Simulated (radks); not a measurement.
The nuclear charge of the platinum ion Pt+ is varied continuously with 77 electrons held in [Xe] 4f14 5d9. Calculated with a radial shooting solver on a logarithmic mesh with Libxc functionals: non-relativistic Kohn-Sham, PBE, spin-polarised, spherical densities, point nucleus; open shells are filled with parallel spins first (spin-orbit coupling, left out, can overturn this in heavy ions); relativity is left out, which matters for an element this heavy. By the Hellmann-Feynman theorem dE/dZ = E(electron-nucleus)/Z, the electronic potential at the nucleus.

Z     E (hartree)  E(electron-nucleus)/Z (hartree)  HOMO  e(HOMO) (eV)  <r> HOMO (bohr)
77    -16809.9443                         -520.095    5d        -3.791            1.845
77.2  -16914.1436                         -521.897    5d        -5.666            1.789
77.4  -17018.7030                         -523.696    5d        -7.683            1.740
77.6  -17123.6218                         -525.492    5d        -9.827            1.696
77.8  -17228.8994                         -527.284    5d       -12.089            1.656
78    -17334.5352                         -529.074    5d       -14.461            1.620
78.2  -17440.5287                         -530.861    5d       -16.936            1.587
78.4  -17546.8794                         -532.646    5d       -19.509            1.556
78.6  -17653.5870                         -534.429    5d       -22.175            1.528
78.8  -17760.6511                         -536.211    5d       -24.931            1.501
79    -17868.0712                         -537.991    5d       -27.771            1.476

The central difference of E at Z = 78 is -529.073 hartree, to compare with the third column; the second derivative is -8.94 hartree.
